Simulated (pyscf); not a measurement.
`[OH][SiH]` [singlet] + `[OH][SiH3]` → `[OH][SiH]([OH])[SiH3]` (insertion; singlet surface; O–Si broken, O–Si, Si–Si formed). Optimised with ωB97X-D3(BJ)/def2-SVP in PySCF. MP2 and CC: frozen core, UHF for open shells. ΔMP2 is the change of the MP2 total energy from the triple- to the quadruple-zeta basis. Energies in kcal/mol from the separated reactants.

```json
[
 {"level": "ωB97X-D3(BJ)/def2-TZVP", "barrier": "-6.5", "reaction energy": "-53.3"},
 {"level": "PBE/def2-TZVP", "barrier": "-6.2", "reaction energy": "-47.1"},
 {"level": "B3LYP-D3(BJ)/def2-TZVP", "barrier": "-1.6", "reaction energy": "-46.1"},
 {"level": "PBE0-D3(BJ)/def2-TZVP", "barrier": "(withheld)", "reaction energy": "-51.5"},
 {"level": "M06-2X/def2-TZVP", "barrier": "-2.4", "reaction energy": "-46.2"},
 {"level": "ωB97M-D3(BJ)/def2-TZVP", "barrier": "-0.7", "reaction energy": "-44.0"},
 {"level": "CCSD(T)/def2-TZVPP + ΔMP2(QZVPP)", "barrier": "(withheld)", "reaction energy": "(withheld)"}
]
```

Question: Some entries are withheld; supply them.

Answer: 
- PBE0-D3(BJ)/def2-TZVP, barrier: -7.2
- CCSD(T)/def2-TZVPP + ΔMP2(QZVPP), barrier: -0.4
- CCSD(T)/def2-TZVPP + ΔMP2(QZVPP), reaction energy: -46.8

Of the functionals in the table, ωB97M-D3(BJ) is closest to CCSD(T)/def2-TZVPP + ΔMP2(QZVPP) in the barrier (0.3 kcal/mol apart) and PBE0-D3(BJ) least close (6.8 kcal/mol); that level has limits of its own. On the reactant side the descent ends in an adduct with a O–Si contact, 11.0 kcal/mol under the separated species and 4.6 kcal/mol under the saddle at ωB97X-D3(BJ)/def2-TZVP. At ωB97X-D3(BJ)/def2-TZVP, PBE, B3LYP-D3(BJ), PBE0-D3(BJ), M06-2X, ωB97M-D3(BJ)/def2-TZVP, CCSD(T) the saddle lies under the separated reactants, which points to a path from their complex (located at ωB97X-D3(BJ) alone). What is counted as formed (O–Si) is already present as a longer contact in the reactant adduct; forming that adduct is a step of its own. HO–SiH(OH)–SiH₃ lies 28.9 kcal/mol over its isomer HO–SiH₂–O–SiH₃ (electronic energy, ωB97M-D3(BJ)/def2-TZVP). One saddle was located; it need not be the lowest between these sides. The CCSD(T) − MP2 part came from Ansatz, without density fitting, on the same reference.
